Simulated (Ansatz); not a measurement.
Consider the atomization: `C[CH](C)[Al]([Cl])[CH](C)C` → Al• + 6 C• + Cl• + 14 H•.

Gas-phase electronic energies from Ansatz, PBE0-D4/def2-TZVP geometries. CCSD(T)/CBS adds triple-zeta CCSD(T) − MP2 to the extrapolated MP2 energy (def2 sets, frozen cores). This one scheme is used for every species, atoms too. DFT in def2-TZVPP. B3LYP here is the variant with VWN-RPA as its local correlation; programs differ in this. No spin–orbit coupling; open shells (•) take unrestricted orbitals. Spin–orbit coupling would lower the free atoms: a little for Al, C, Cl. One conformer a species, not always the lowest.

Task: What is ΔE at CCSD(T)/CBS? (An estimate is asked.)

Result: The calculation gave: +8475.0 kJ/mol.

Task: What do these levels give: r2SCAN-D4, PBE0-D4, B3LYP-D4, r2SCAN0-D4, ωB97M-V, CAM-B3LYP, LC-ωPBE, MP2/def2-SVP, CCSD/def2-SVP, MP2/def2-TZVPP, SCS-MP2/def2-TZVPP, CCSD/def2-TZVPP? (Estimate.)

Result: Computed: r2SCAN-D4 8502.4, PBE0-D4 8523.5, B3LYP-D4 8467.2, r2SCAN0-D4 8436.5, ωB97M-V 8499.6, CAM-B3LYP 8453.9, LC-ωPBE 8458.7, MP2/def2-SVP 8195.2, CCSD/def2-SVP 8076.5, MP2/def2-TZVPP 8383.5, SCS-MP2/def2-TZVPP 8349.9, CCSD/def2-TZVPP 8194.1 kJ/mol.

Largest T1 diagnostic among the species: 0.018.

The D4 term adds +82.9 kJ/mol with B3LYP and +45.2 kJ/mol with PBE0; it sums over pairs of atoms, weighted by their polarisabilities, and B3LYP, whose exchange is more repulsive, gets the larger term. From r2SCAN to r2SCAN0 (25 % exact exchange), in def2-TZVPP and without D4, ΔE moves by −68.2 kJ/mol: exact exchange takes away binding that semilocal exchange gives to molecules. In def2-TZVPP, CCSD(T) changes the Hartree–Fock value by +1843.0 kJ/mol (the triples alone add +100.5 kJ/mol) and MP2 by +1932.0 kJ/mol; breaking electron pairs costs correlation energy, which Hartree–Fock lacks.

For atomizations the MP2-based limit and the directly extrapolated one differ by several kJ/mol either way, and by 10 to 25 for some Ge, Se and Sn compounds, so smaller differences from it don't rank the levels.
